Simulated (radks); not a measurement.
Task: Ag, 47 electrons, occupied as [Kr] 4d10 5s1. Calculated with a radial shooting solver on a logarithmic mesh with Libxc functionals: scalar-relativistic Kohn-Sham, LDA (Slater exchange, VWN5 correlation), spin-polarised, spherical densities, finite nucleus; open shells are filled with parallel spins first (spin-orbit coupling, left out, can overturn this in heavy ions); Fermi nuclear charge, rms radius 4.5454 fm. Some entries of the table are withheld. Estimate them.

| orbital | occ. | eigenvalue (hartree) | <r^2> (bohr^2) | <1/r> (bohr^-1) |
|---|---|---|---|---|
| 1s up | 1 | -929.6727 | 0.001311 | 49.38 |
| 1s down | 1 | -929.6719 | 0.001311 | 49.38 |
| 2s down | 1 | -136.9148 | 0.02150 | 11.22 |
| 2s up | 1 | -136.9148 | 0.02150 | 11.22 |
| 2p up | 3 | -122.8948 | 0.01692 | 10.84 |
| 2p down | 3 | -122.8947 | 0.01692 | 10.84 |
| 3s up | 1 | -25.08144 | 0.1560 | 3.938 |
| 3s down | 1 | -25.08102 | 0.1560 | 3.938 |
| 3p up | 3 | -20.47564 | 0.1574 | 3.754 |
| 3p down | 3 | -20.47524 | 0.1574 | 3.754 |
| 3d up | 5 | -13.18748 | 0.1427 | 3.529 |
| 3d down | 5 | -13.18723 | 0.1427 | 3.529 |
| 4s up | 1 | -3.49249 | 0.9425 | 1.518 |
| 4s down | 1 | -3.49227 | 0.9418 | 1.518 |
| 4p up | 3 | (1) | 1.151 | 1.361 |
| 4p down | 3 | (2) | 1.148 | 1.362 |
| 4d up | 5 | -0.28355 | 2.557 | 0.9645 |
| 4d down | 5 | -0.27669 | 2.480 | 0.9737 |
| 5s up | 1 | -0.18329 | 11.08 | 0.4136 |
| 5s down | 0 | -0.15879 | 11.44 | 0.4116 |
| 5p up | 0 | -0.03791 | (3) | 0.2692 |
| 5p down | 0 | -0.02083 | (4) | 0.2428 |

Result: 
(1) 4p up eigenvalue (hartree): -2.15500
(2) 4p down eigenvalue (hartree): -2.15414
(3) 5p up <r^2> (bohr^2): 27.38
(4) 5p down <r^2> (bohr^2): 36.60
